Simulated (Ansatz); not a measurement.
Single points on cyclo-(SnH2)3 (Sn₃H₆).

```yaml
crystal:
  periodic: [false, false, false]
  atoms:
    - {symbol: Sn, position_ang: [-1.443265, 0.159888, 0.725307]}
    - {symbol: H, position_ang: [-2.609224, -1.090048, 0.863429]}
    - {symbol: H, position_ang: [-1.977409, 1.572723, 1.537432]}
    - {symbol: Sn, position_ang: [0.161859, 0.360265, -1.574630]}
    - {symbol: H, position_ang: [0.529757, 1.919290, -2.186892]}
    - {symbol: H, position_ang: [-0.102495, -0.743989, -2.859770]}
    - {symbol: Sn, position_ang: [1.282395, -0.520149, 0.849475]}
    - {symbol: H, position_ang: [2.395557, 0.502642, 1.659120]}
    - {symbol: H, position_ang: [1.762816, -2.160623, 0.986520]}
basis:
  gaussian: {orbitals: def2-TZVP, initial_orbitals: start.molden}
hamiltonian: {xc: {text: "exchange = 0.85*pbe_x + 0.15*exact_x\ncorrelation = pbe_c"}}
scf: {omitted_lower_state_checks: [starts]}
output: {orbitals: {seedname: orbitals}}
```

The file start.molden holds the orbitals of an earlier run on this structure, at another level or in another basis.

```sh
$ ansatz run in.yaml --threads 4 --pin off --events-out ev --progress --plain --max-ram 3916MiB
```

Shortened log:

```
Functional definition: unnamed
1560 factors; their error is unknown
mean field evaluation 1: about -17591.3732 eV, gradient 2.8e0 eV
mean field evaluation 2: about -17591.3922 eV, gradient 2.1e-2 eV
mean field evaluation 4: about -17591.5216 eV, gradient 7.3e-5 eV
mean field -17591.52160455 eV, -646.4764950057 hartree, gradient 6.9e-6 eV, S^2 0.000000; 0 other end points of the search recorded, 0 dependent functions left out
reference -17591.52166275 eV, -646.4764971442 hartree; 36, 36 occupied and 150, 150 virtual orbitals, 1560 factors
Total energy: -17591.52166275 eV, -646.4764971442 hartree
Checks for a lower state left out: starts
```

Hardware: 4 threads of Arm Neoverse N1 on a shared host. Wall time 4.6 s.

The first input with `hamiltonian: {xc: {name: BHLYP}, dispersion: d4}` (abridged; 4.9 s):

```
Functional definition: BHLYP
mean field -17585.52236281 eV, -646.2560269383 hartree, gradient 1.7e-5 eV, S^2 0.000000
Total energy: -17585.95112317 eV, -646.2717835906 hartree
Checks for a lower state left out: starts
```

The first input with `gaussian: {orbitals: def2-SVP, initial_orbitals: start.molden}`, `hamiltonian: {xc: pbe, dispersion: d4}` (abridged; 1.6 s):

```
Functional definition: PBE
mean field -17590.19927045 eV, -646.4279001238 hartree, gradient 1.4e-5 eV, S^2 0.000000
Total energy: -17590.43882892 eV, -646.4367037350 hartree
Checks for a lower state left out: starts
```

The first input with `gaussian: {orbitals: def2-SVP, initial_orbitals: start.molden}`, `hamiltonian: {xc: pbe0, dispersion: d4}` (abridged; 2.8 s):

```
Functional definition: PBE0
mean field -17591.26470162 eV, -646.4670539971 hartree, gradient 2.2e-5 eV, S^2 0.000000
Total energy: -17591.47312120 eV, -646.4747132753 hartree
Checks for a lower state left out: starts
```

First input, but with `hamiltonian: {xc: {name: r2SCANh}, dispersion: d4}` (abridged; 8 s):

```
Functional definition: r2SCANh
mean field -17597.14882949 eV, -646.6832917078 hartree, gradient 1.6e-5 eV, S^2 0.000000
Total energy: -17597.20898873 eV, -646.6855025192 hartree
Checks for a lower state left out: starts
```

As the first input, with `hamiltonian: {xc: {name: r2SCAN0}, dispersion: d4}` (abridged; 8 s):

```
Functional definition: r2SCAN0
mean field -17595.81128112 eV, -646.6341377120 hartree, gradient 9.9e-6 eV, S^2 0.000000
Total energy: -17595.87937375 eV, -646.6366400698 hartree
Checks for a lower state left out: starts
```

The first input with `hamiltonian: {xc: {name: revPBE}, dispersion: d4}` (abridged; 3.1 s):

```
Functional definition: revPBE
mean field -17595.27802468 eV, -646.6145408991 hartree, gradient 1.5e-5 eV, S^2 0.000000
Total energy: -17595.76440743 eV, -646.6324151354 hartree
Checks for a lower state left out: starts
```

Geometry: PBE0-D4/def2-SVP.

In the def2 sets Sn takes a core potential; there is no spin–orbit coupling.
